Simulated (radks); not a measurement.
Mg6+, 6 electrons, occupied as [He] 2s2 2p1.5 3d0.5 (fractional occupations, a model configuration). All-electron calculation, scalar-relativistic Kohn-Sham, BLYP, spin-unpolarised, spherical densities, finite nucleus; Fermi nuclear charge, rms radius 3.057 fm. Program: a radial shooting solver on a logarithmic mesh with Libxc functionals.

Normalised radial functions P(r) = r R(r), r in bohr:

```
   r/bohr * 2s, o 2p, + 3d (the largest magnitude, 1.36, reaches the edge; | marks zero, & curves that meet)
  0.01022                             &   *
  0.01143                             &    *
  0.01279                             &    *
  0.01431                             &     *
    0.016                             &     *
   0.0179                             &      *
  0.02002                             &      *
  0.02239                             +o      *
  0.02504                             +o       *
  0.02801                             +o       *
  0.03133                             +o        *
  0.03505                             +o         *
   0.0392                             + o        *
  0.04384                             + o         *
  0.04904                             + o         *
  0.05485                             +  o         *
  0.06135                             +   o        *
  0.06862                             +   o        *
  0.07676                             +    o       *
  0.08585                             +     o     *
  0.09603                             +      o    *
   0.1074                             +       o *
   0.1201                             +        *o
   0.1344                             +      *   o
   0.1503                             |+  *        o
   0.1681                             |&             o
    0.188                           * |+               o
   0.2103                        *    |+                 o
   0.2352                    *        | +                  o
   0.2631                *            | +                   o
   0.2943            *                |  +                    o
   0.3292         *                   |   +                    o
   0.3682      *                      |    +                    o
   0.4118    *                        |     +                   o
   0.4606  *                          |      +                  o
   0.5152  *                          |       +                o
   0.5763   *                         |         +             o
   0.6446     *                       |          +          o
    0.721       *                     |            +     o
   0.8064          *                  |             + o
    0.902              *              |            o  +
    1.009                 *           |         o     +
    1.128                    *        |       o        +
    1.262                       *     |    o           +
    1.412                         *   |   o            +
    1.579                           * | o            +
    1.766                            *|o            +
    1.976                            *|o          +
     2.21                             &        +
    2.472                             &      +
    2.765                             &    +
    3.092                             &  +
    3.459                             & +
    3.869                             &+
    4.327                             &+
     4.84                             &
```

2s: eigenvalue -239.84 eV, 1 radial node at r = 0.177 bohr, <r> = 0.600 bohr, 90 % of the charge inside 0.927 bohr. 2p: eigenvalue -212.51 eV, 0 radial nodes, <r> = 0.538 bohr, 90 % of the charge inside 0.877 bohr. 3d: eigenvalue -67.790 eV, 0 radial nodes, <r> = 1.44 bohr, 90 % of the charge inside 2.20 bohr.
